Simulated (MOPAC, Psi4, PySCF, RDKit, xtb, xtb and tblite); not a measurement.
Two geometries of C₄H₇N, SMILES C=C/C=C\N, relaxed at GFN2-xTB with one dihedral held; other torsions can differ between them too.

Structure A

```
12

C     -2.2349     0.1205    -0.3920
C     -0.9955    -0.1405     0.0117
C      0.1718     0.5863    -0.4338
C      1.2864     0.7810     0.2871
N      1.5069     0.3495     1.5761
H     -2.4381     0.8854    -1.1232
H     -3.0835    -0.4315    -0.0263
H     -0.8400    -0.9050     0.7657
H      0.0856     1.0964    -1.3819
H      2.0945     1.3754    -0.1182
H      0.8709    -0.3551     1.9158
H      2.4663     0.2065     1.8459
```

Structure B

```
12

C     -2.2473     0.1418    -0.3159
C     -0.9882    -0.1575    -0.0244
C      0.1794     0.5920    -0.4765
C      0.4126     1.8801    -0.2037
N     -0.4929     2.7512     0.3695
H     -2.4983     1.0144    -0.8963
H     -3.0717    -0.4606     0.0285
H     -0.7663    -1.0780     0.5070
H      0.9687     0.0095    -0.9292
H      1.3381     2.3464    -0.5141
H     -1.2717     2.2919     0.8220
H     -0.0947     3.5040     0.9086
```

**Question.** Which is lower in energy at the level DF-MP2 (frozen core)/cc-pVTZ // GFN2-xTB (Psi4), and by how much?

**Answer.** A is lower, by 4.44 kJ/mol (dihedral C1–C2–C3–C4: 150° in A, 60° in B).

E(B) − E(A) in kJ/mol at the other levels, on the same two geometries: GFN2-xTB (xtb and tblite) 9.03; MMFF94 // GFN2-xTB (RDKit) 4.19; PBE/def2-TZVP // GFN2-xTB (Psi4) 10.52; PBE-D3(BJ)/def2-TZVP // GFN2-xTB (Psi4) 9.40; wB97X-D/def2-TZVP // GFN2-xTB (Psi4) 5.27; HF/cc-pVTZ // GFN2-xTB (Psi4) 5.99; UFF // GFN2-xTB (RDKit) 20.44; AM1, restricted, heats of formation // GFN2-xTB (MOPAC) 4.28; PM6, restricted, heats of formation // GFN2-xTB (MOPAC) 1.38; GFN1-xTB // GFN2-xTB (xtb) 8.94; restricted B3LYP/6-31G*, spherical d // GFN2-xTB (PySCF) 8.22; restricted LDA (SVWN5)/6-31G*, spherical d // GFN2-xTB (PySCF) 7.90; restricted Hartree-Fock/3-21G // GFN2-xTB (PySCF) 4.00; restricted M06-2X/6-31G*, spherical d // GFN2-xTB (PySCF) 3.19.
